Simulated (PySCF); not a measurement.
`O=S1(=O)CCCC(Cl)=C1F`. Method: PBE0-D3(BJ)/def2-SVP geometry optimisation, gas phase (PySCF 2.14.0).

```
atom  x, y, z in Å
O1    -0.3164    1.6750   -1.8976
S2    -0.3697    1.6244   -0.4412
O3    -0.7023    2.8079    0.3365
C4    -1.4180    0.2524    0.0285
C5    -0.7888   -1.0489   -0.4340
C6     0.4849   -1.3873    0.3328
C7     1.4609   -0.2576    0.4527
Cl8    3.0157   -0.6765    1.0743
C9     1.2117    1.0263    0.1689
F10    2.0977    1.9906    0.3009
H11   -1.5618    0.3152    1.1177
H12   -2.3722    0.4713   -0.4744
H13   -0.5770   -0.9675   -1.5120
H14   -1.5127   -1.8679   -0.3095
H15    0.2430   -1.7265    1.3566
H16    1.0014   -2.2330   -0.1474
```

How far are the heavy atoms from their best plane (unweighted least squares)?

0.573 Å rms; O1 1.39, S2 0.01, O3 0.97, C4 0.62, C5 0.18, C6 0.08, C7 0.00, Cl8 0.02, C9 0.03, F10 0.09 Å (magnitudes).

What is the repulsion energy of the bare nuclei, Σ ZA·ZB/RAB?

783.35 Eh over 120 pairs, with full nuclear charges and distances in bohr; the largest single term is 46.56 Eh (S2 with O3).

Where is the centre of mass (commonest isotopes), and what is the radius of gyration?

Mass 183.976 u; centre at (0.673, 0.624, 0.059) Å; Rg = √(Σ m r²/M) = 2.186 Å. As Ia + Ib + Ic = 2 Σ m r², the three principal moments sum to 1758.5 u·Å².

Give the dihedral angles Cl8–C7–C9–F10, H14–C5–C6–H15, O1–S2–C4–H11.

Cl8–C7–C9–F10 2° (synperiplanar); H14–C5–C6–H15 -48° (synclinal); O1–S2–C4–H11 -172° (antiperiplanar). Dihedral signs follow IUPAC: positive where, seen along the central bond, the front bond turns clockwise onto the rear one.

What are the angles O3–S2–C9, H13–C5–H14, H15–C6–H16, C7–C6–H16?

From the scalar product of the two bond vectors; for O3–S2–C9 it is -0.7594 Å² over 1.4547 × 1.7974 Å², cos θ = -0.2904. O3–S2–C9 106.9°; H13–C5–H14 107.0°; H15–C6–H16 105.7°; C7–C6–H16 108.0°.

Write the matrix of distances between heavy atoms (Å, lower triangle).

```
O1    0.000
S2    1.458  0.000
O3    2.534  1.455  0.000
C4    2.636  1.789  2.672  0.000
C5    3.128  2.706  3.934  1.518  0.000
C6    3.872  3.225  4.360  2.530  1.525  0.000
C7    3.524  2.773  3.754  2.954  2.544  1.498  0.000
Cl8   5.046  4.365  5.149  4.649  4.109  2.731  1.726  0.000
C9    2.651  1.797  2.620  2.745  2.945  2.526  1.338  2.641  0.000
F10   3.280  2.602  2.917  3.931  4.256  3.743  2.342  2.925  1.316  0.000
```

PBE0-D3(BJ)/def2-SVP frequencies: not computed here. The numbers are those of one conformer.
